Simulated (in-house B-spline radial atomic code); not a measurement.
Configurations of F⁵⁺, with energies counted from [He] 2s2. Method: Dirac-Hartree-Fock, average of configuration, Fermi nucleus of rms radius 2.8976 fm. Calculated with a B-spline radial code for spherical atoms. Energies include first-order Breit, QED and recoil terms.

```csv
configuration,E - E(ref) (eV),highest orbital,its <r> (bohr)
[He] 2s1 (2p3/2)1,12.469,2p3/2,0.7259
[He] 2s1 (3p3/2)1,95.505,3p3/2,1.934
[He] 2s1 (5p3/2)1,133.6,5p3/2,5.837
[He] 2s1 (5f7/2)1,134.39,5f7/2,5.238
[He] 2s1 (5g9/2)1,134.42,5g9/2,4.583
[He] 2s1 (6d3/2)1,140.26,6d3/2,8.403
[He] 2s1 (6f7/2)1,140.39,6f7/2,7.985
```

**Question.** Order these further configurations by energy, lowest first.
A. [He] 2s1 (5d3/2)1
B. [He] 2s1 (6p3/2)1
C. [He] 2s1 (4d5/2)1
D. [He] 2s1 (4f5/2)1
E. [He] 2s1 (4p3/2)1

**Answer.** E (121.77 eV), C (122.92 eV), D (123.36 eV), A (134.17 eV), B (139.94 eV).

**Question.** How far above the reference does [He] 2s1 (6g9/2)1 lie?

**Answer.** 140.41 eV; its least bound orbital is 6g9/2 with <r> = 7.332 bohr.

**Question.** How far above the reference does [He] 2s1 (3d5/2)1 lie?

**Answer.** 98.487 eV; its least bound orbital is 3d5/2 with <r> = 1.696 bohr.
